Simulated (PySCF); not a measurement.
**UHF on Cl (chlorine, neutral)**

Configuration: [Ne] 3s1 3p6, 2S determinant (an excited configuration). Calculation: PySCF 2.14, in dyall-av2z (13s9p2d, 50 functions); no relativity, point nucleus.

* Total energy: -458.908766 hartree
* One-electron energy: -633.3924 hartree
* Hartree (Coulomb) energy: 201.8018 hartree
* Exchange energy: -27.3182 hartree
* Kinetic energy: 458.89323 hartree
* ⟨S²⟩: 0.7787
* ⟨L²⟩: 0.000
* Sum of ⟨r⟩: 16.12 bohr
* Sum of ⟨r²⟩: 29.08 bohr²
* Density at the nucleus (Gaussians lack the cusp): 3140 bohr⁻³
* Spin density at the nucleus: 12.2 bohr⁻³
* Langevin diamagnetic susceptibility: -23.0 ×10⁻⁶ cm³/mol

```csv
shell,electrons,mean orbital energy (eV),"rms radius, mean of both spins (bohr)"
1s α,1,-2856.6,0.106
1s β,1,-2855.8,0.106
2s α,1,-291.12,0.481
2s β,1,-289.75,0.481
2p α,3,-222.24,0.451
2p β,3,-221.48,0.451
3s α,1,-32.549,1.64
3p α,3,-15.690,2.03
3p β,3,-11.846,2.03
```
